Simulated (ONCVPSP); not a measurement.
**Configuration tests for selenium (ONCV)**

```
Element                 : selenium
Generator               : ONCVPSP 4.0.1
Type                    : optimised norm-conserving Vanderbilt (ONCV)
Functional              : LDA (Perdew-Wang 92)
Relativity              : scalar-relativistic
Frozen core             : [Ar] 3d10
Valence charge          : 6
Reference configuration : 4s1.5 4p4.5
Partial waves           : 4s: rc 1.40 bohr, ncon 4, nbas 8, qcut 4.2 1/bohr, 2 projectors, debl 3.7 Ha; 4p: rc 1.70 bohr, ncon 5, nbas 8, qcut 3.9 1/bohr, 2 projectors, debl 3 Ha; d scattering state at 0.45 Ha: rc 1.65 bohr, ncon 4, nbas 9, qcut 6.6 1/bohr, 1 projector
Local potential         : polynomial inside 0.90 bohr (lpopt 5, dvloc0 6 Ha)
Core correction         : Teter function, fcfact 1.5, rcfact 1.1
```

Energies are relative to the spin-unpolarised reference configuration 4s1.5 4p4.5; without spin polarisation the order of configurations can differ from experiment.

```tsv
valence configuration	charge	ΔE all-electron (eV)	error AE − PS (meV)
4s2 4p3	+1	5.561	+0.5
4s2 4p2	+2	26.115	+7.0
4s2 4p3.5	+0.5	-1.058	+0.5
```

Q: What are ΔE and the potential's error for 4s2 4p4?

A: ΔE = -5.443 eV all-electron; the error (AE − PS) is +1.1 meV.

Note: no bound ghost flagged; GHOST(+) flagged for s at 85.6 eV, p at 190.9 eV.
